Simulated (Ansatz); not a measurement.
`[SiH3]CBC=S` + H₂ → `BC[SiH3]` + `C=S` at 700 K and 1 bar (hydrogenolysis of a B–C bond).

Isolated molecules relaxed with PBE0-D4/def2-TZVP in Ansatz; ΔE leaves out vibrations. CCSD(T)/CBS adds triple-zeta CCSD(T) − MP2 to the extrapolated MP2 energy (def2 sets, frozen cores). This one scheme is used for every species. One conformer a species, not always the lowest.

```csv
species,CCSD(T)/CBS energy (Eh),H − E (kJ/mol),S (J/(mol·K))
`[SiH3]CBC=S`,-791.93466,299.9,495.9
H₂,-1.17544,46.8,155.3
`BC[SiH3]`,-356.11784,256.7,404.7
`C=S`,-436.98974,94.3,270.0
```

H − E and S are ideal-gas, rigid-rotor, harmonic terms from PBE0-D4/def2-TZVP, for one conformer and one mirror image of each species. For small species the MP2-based limit differs from directly extrapolated CCSD(T) by up to some mEh (0.8 for H₂); such offsets cancel only in part. 1 Eh = 2625.50 kJ/mol, R = 8.31446 J/(mol·K).

Question: By hand: ΔE, ΔH, ΔS and ΔG.

Answer: ΔE = (-356.11784) + (-436.98974) − (-791.93466) − (-1.17544) = 0.00252 Eh = 6.6 kJ/mol. Δ(H − E) = 256.7 + 94.3 − 299.9 − 46.8 = 4.3, so ΔH = 10.9 kJ/mol. ΔS = 404.7 + 270.0 − 495.9 − 155.3 = 23.5 J/(mol·K). ΔG = 10.9 − 700 × (23.5)/1000 = -5.5 kJ/mol.

Question: By hand: the equilibrium constant, and the temperature at which ΔG would vanish if ΔH and ΔS stayed fixed.

Answer: log₁₀ K = −ΔG/(RT ln 10) = 0.4. ΔG = 0 at ΔH/ΔS = 464 K.

TΔS isn't small against ΔH here. The sign of ΔG lies within the doubt. A doubt of 5 kJ/mol in ΔE shifts log₁₀ K by 0.4 here. Other conformers and mirror images would add mixing entropy, several J/(mol·K) or more a flexible species. These are equilibria of isolated gas molecules and say nothing of rates. Largest T1 diagnostic: 0.017 (customary marks: 0.02 for closed shells, 0.045 for open ones).
